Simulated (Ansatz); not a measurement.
Two structures of BNH7OF, singlet, reached by relaxing down either side of one saddle point (PBE0-D4/def2-TZVP). Energies are electronic, without zero-point energy. Computed with Ansatz 0.2.0 (basis: def2-TZVPP and def2-QZVPP); correlated methods freeze the cores. Extrapolation: Hartree–Fock as exp(−7.88 √X), correlation as X^−2.97. First:

B1  (-0.711, -0.631, -0.796)
F2  (-1.117, 0.732, -0.806)
H3  (0.201, -0.850, -1.569)
H4  (-1.646, -1.397, -0.882)
H5  (0.621, -0.083, 0.843)
N6  (-0.071, -0.830, 0.692)
H7  (0.290, 1.722, -0.126)
O8  (1.048, 1.748, 0.483)
H9  (0.378, -1.735, 0.776)
H10  (-0.780, -0.755, 1.415)
H11  (1.787, 2.081, -0.029)
(Å)

Second:

B1  (-0.361, -1.658, -0.540)
F2  (-1.099, 2.066, 0.599)
H3  (0.207, -2.710, -0.485)
H4  (-0.789, -1.220, -1.569)
H5  (1.109, 0.540, -0.011)
N6  (-0.489, -0.897, 0.615)
H7  (-0.190, 2.018, 0.317)
O8  (1.276, 1.491, -0.099)
H9  (-0.196, -1.234, 1.518)
H10  (-1.015, -0.033, 0.662)
H11  (1.548, 1.636, -1.009)
(Å)

Question: Which bonds change from the first to the second?

Answer: BH₂F ([BH2][F]) + H₂O + NH₃ → BNH₄ ([BH2][NH2]) + H₂O + HF; bonds formed: F2–H7, H5–O8; dative contacts that become bonds: B1–N6; bonds broken: B1–F2, H5–N6, H7–O8.

Question: Give the saddle point's structure and its height above each. (Judge from chemistry; the value comes from the calculation.)

Answer: By the calculation: 1.261 eV above the first and 0.471 eV above the second (CCSD(T) at an estimated basis limit (MP2 extrapolated from triple and quadruple zeta, plus CCSD(T) − MP2 in triple zeta)).
```tsv
atom	x (Å)	y (Å)	z (Å)
B1	-0.7129	-0.8073	-0.6843
F2	-0.5332	0.9059	-1.2103
H3	-0.1605	-1.3218	-1.6157
H4	-1.9088	-0.8250	-0.6221
H5	0.6337	0.6492	0.8544
N6	0.0140	-0.8785	0.6128
H7	0.0300	1.3858	-0.4924
O8	0.7385	1.6409	0.6328
H9	0.7971	-1.5162	0.6224
H10	-0.5679	-1.0569	1.4191
H11	1.6699	1.8238	0.4831
```

No T1 diagnostic of these runs exceeds 0.012.

The step is the kind of exchange with an N–H group that builds nitride films in atomic layer and chemical vapour deposition.

Labels in which every atom is bracketed show which atoms are joined, not bond orders.

For scale, one of the runs: CCSD(T)/def2-TZVPP, 222 basis functions, launched by `ansatz run in.yaml --threads 4 --pin off --events-out ev --progress --plain --max-ram 9574MiB`. The run took 27 s on 4 CPU threads of an AMD EPYC 9R45 (shared host), with 3.8 GiB of host memory at its peak.
